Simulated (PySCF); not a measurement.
## Levels of Pm³²⁺ from EOM-EA-GCCSD

Reference: closed-shell Pm³³⁺, [Ar] 3d10; one electron is added. Calculated with PySCF 2.14, two-component X2C-1e with screened spin-orbit coupling, an even-tempered Gaussian basis (19 s from 2 bohr⁻², ratio 2.6; 15 p from 2.6 bohr⁻², ratio 2.6; 10 d from 2.6 bohr⁻², ratio 2.6; 6 f from 2.7 bohr⁻², ratio 2.8); frozen [Ar]; the 100 highest virtual spinors dropped; of the others 70 kept and the rest restored at second order. No Breit or QED terms. Binding energies in eV.

```csv
level,Koopmans
4s1/2,1307.2
4p1/2,1238.8
4p3/2,1201.7
```

(1) How does correlation move these levels?

For comparison, the ionisation energy of Pm³²⁺ is 1308.7 ± 0.6 eV (semi-empirical (NIST evaluation); NIST Atomic Spectra Database, ionization energies).

Results:

(1) 4s1/2: second order 1308.5, EOM-CCSD 1308.5; 4p1/2: second order 1240.1, EOM-CCSD 1240.1; 4p3/2: second order 1202.9, EOM-CCSD 1202.9.
